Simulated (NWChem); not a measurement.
System: CH$_{5}$ClFNSi; SMILES N[Si@@H](Cl)CF

Here is an NWChem input.

```
start job
memory heap 200 mb stack 900 mb global 1100 mb
geometry units angstroms noautosym nocenter noautoz
  N     -1.834781    -0.211447     0.163096
  Si    -0.240595     0.043562    -0.393948
  Cl     0.677827     1.790167     0.306754
  C      0.902838    -1.321378     0.240411
  F      0.488774    -2.556301    -0.208352
  H     -2.621494     0.234619    -0.294009
  H     -2.034440    -0.414021     1.135976
  H     -0.286729     0.136796    -1.874739
  H      0.923884    -1.318009     1.346212
  H      1.937945    -1.133230    -0.096637
end
basis spherical
  * library def2-svp
end
dft
  xc m05-2x
  iterations 150
end
cosmo
  do_cosmo_smd true
  solvent benzene
end
task dft energy
```

Geometry: optimised at PBE0/def2-SVP. Solvent: benzene.

Level: M05-2X/def2-SVP with SMD (1 M gas to 1 M solution), gas-phase geometry. Reactions with the solvent are ignored.

Task: Predict the main results of this run. (M05-2X/def2-SVP, SMD on the gas-phase geometry.) Quantities: solvation free energy (kcal/mol); cavity-dispersion-structure term (kcal/mol); dipole in solution (D).

Result: 
```yaml
solvation free energy (kcal/mol): -4.2
cavity-dispersion-structure term (kcal/mol): -0.4
dipole in solution (D): 1.78
```
